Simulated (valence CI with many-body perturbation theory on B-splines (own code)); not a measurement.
# Au LXXV: calculated level list

Level of theory: configuration interaction combined with many-body perturbation theory (CI+MBPT): three valence electrons over a frozen Dirac-Fock core [He], a basis of 11 s, 11 p, 10 d, 8 f, 5 g, 2 h functions for each j, with the one-electron correlation potential Σ1 (screened to all orders), the two-electron term Σ2, the three-electron term Σ3, Breit, model QED; selected single and double excitations, second order for the rest, scaled by the run's own slope (own B-spline code, finite nucleus).

The last digits are not significant, and no measured levels were compared; by estimate large intervals hold to a few tenths of a per cent, small ones and those within an open d or f shell to about a per cent.

Levels 46 to 90 of 165, with energies above the lowest level, (2s^2 2p1/2) J=1/2. "Leading %" is the weight of the configuration and term that name the level; weights of strongly mixed levels are sums over their largest components and can fall short. In the jj column 3d3/2^4 stands for four electrons in 3d with j = 3/2. Lifetimes count E1, E2, E3, M1 and M2 decay at the calculated energies, and are blank where another channel may lead or the interval is too uncertain; long ones can be off by a factor of two.

```csv
No.,Configuration,Term,J,E (eV),Leading %,Leading jj,Lifetime
46,2s2p3s,²P°,1/2,14702,90,2s 2p3/2 3s (100 %),1.88 fs
47,2s2p3p,⁴P,3/2,14704,46,2s 2p3/2 3p1/2 (100 %),4.15 fs
48,2s2p3p,²D,5/2,14705,44,2s 2p3/2 3p1/2 (100 %),1.61 fs
49,2s2p3s,²P°,3/2,14710,82,2s 2p3/2 3s (99 %),3.77 fs
50,2s2p3p,²P,1/2,14802,47,2s 2p3/2 3p1/2 (99 %),1.58 fs
51,2s2p3p,²D,3/2,14803,61,2s 2p3/2 3p1/2 (99 %),2.40 fs
52,2p²3s,⁴P,3/2,14918,87,2p1/2 2p3/2 3s (99 %),4.42 fs
53,2p²3s,²P,1/2,14930,66,2p1/2 2p3/2 3s (98 %),2.16 fs
54,2p²3s,²D,5/2,14936,65,2p1/2 2p3/2 3s (99 %),4.02 fs
55,2p²3s,²D,3/2,14945,64,2p1/2 2p3/2 3s (99 %),2.28 fs
56,2p²3p,⁴P°,1/2,14991,49,2p1/2 2p3/2 3p1/2 (100 %),939 as
57,2p²3p,⁴D°,3/2,14997,55,2p1/2 2p3/2 3p1/2 (100 %),934 as
58,2p²3p,²F°,5/2,15010,50,2p1/2 2p3/2 3p1/2 (100 %),935 as
59,2p²3p,²P°,3/2,15063,43,2p1/2 2p3/2 3p1/2 (99 %),1.03 fs
60,2s2p3p,⁴D,7/2,15264,100,2s 2p3/2 3p3/2 (100 %),131 fs
61,2s2p3p,²P,3/2,15276,55,2s 2p3/2 3p3/2 (100 %),2.04 fs
62,2s2p3p,⁴P,5/2,15298,52,2s 2p3/2 3p3/2 (100 %),2.20 fs
63,2s2p3p,²S,1/2,15303,48,2s 2p3/2 3p3/2 (100 %),1.20 fs
64,2s2p3d,⁴D°,5/2,15342,44,2s 2p3/2 3d3/2 (100 %),445 as
65,2s2p3d,⁴D°,3/2,15349,43,2s 2p3/2 3d3/2 (100 %),409 as
66,2s2p3d,⁴F°,7/2,15351,45,2s 2p3/2 3d3/2 (98 %),476 as
67,2s2p3d,⁴P°,1/2,15355,82,2s 2p3/2 3d3/2 (100 %),459 as
68,2s2p3p,²D,5/2,15372,71,2s 2p3/2 3p3/2 (100 %),2.60 fs
69,2s2p3p,²P,3/2,15393,57,2s 2p3/2 3p3/2 (100 %),2.85 fs
70,2s2p3p,²S,1/2,15397,59,2s 2p3/2 3p3/2 (100 %),26.7 fs
71,2s2p3d,²D°,3/2,15440,62,2s 2p3/2 3d3/2 (94 %),442 as
72,2s2p3d,²F°,5/2,15446,68,2s 2p3/2 3d3/2 (99 %),468 as
73,2s2p3d,²P°,1/2,15457,71,2s 2p3/2 3d3/2 (99 %),392 as
74,2s2p3d,⁴F°,9/2,15475,100,2s 2p3/2 3d5/2 (100 %),2.87 ps
75,2s2p3d,²D°,5/2,15502,41,2s 2p3/2 3d5/2 (99 %),532 as
76,2s2p3d,⁴D°,7/2,15509,50,2s 2p3/2 3d5/2 (97 %),352 as
77,2s2p3d,²P°,3/2,15519,40,2s 2p3/2 3d5/2 (91 %),520 as
78,2s2p3d,²P°,1/2,15537,81,2s 2p3/2 3d5/2 (94 %),472 as
79,2p²3p,⁴D°,5/2,15578,51,2p1/2 2p3/2 3p3/2 (98 %),1.64 fs
80,2s2p3d,²F°,7/2,15580,45,2s 2p3/2 3d5/2 (66 %),1.25 fs
81,2p²3p,²P°,1/2,15585,37,2p1/2 2p3/2 3p3/2 (96 %),1.51 fs
82,2p²3p,²D°,3/2,15591,50,2p1/2 2p3/2 3p3/2 (94 %),1.46 fs
83,2p²3p,²F°,7/2,15604,42,2p1/2 2p3/2 3p3/2 (66 %),2.06 fs
84,2s2p3d,²D°,5/2,15604,54,2s 2p3/2 3d5/2 (86 %),367 as
85,2s2p3d,²P°,3/2,15609,68,2s 2p3/2 3d5/2 (96 %),490 as
86,2p²3p,⁴S°,3/2,15618,34,2p1/2 2p3/2 3p3/2 (99 %),1.62 fs
87,2p²3p,²D°,5/2,15631,59,2p1/2 2p3/2 3p3/2 (88 %),1.11 fs
88,2p²3d,⁴F,3/2,15643,43,2p1/2 2p3/2 3d3/2 (100 %),1.35 fs
89,2p²3d,⁴F,5/2,15644,52,2p1/2 2p3/2 3d3/2 (100 %),3.48 fs
90,2p²3d,⁴D,1/2,15651,78,2p1/2 2p3/2 3d3/2 (100 %),2.41 fs
```
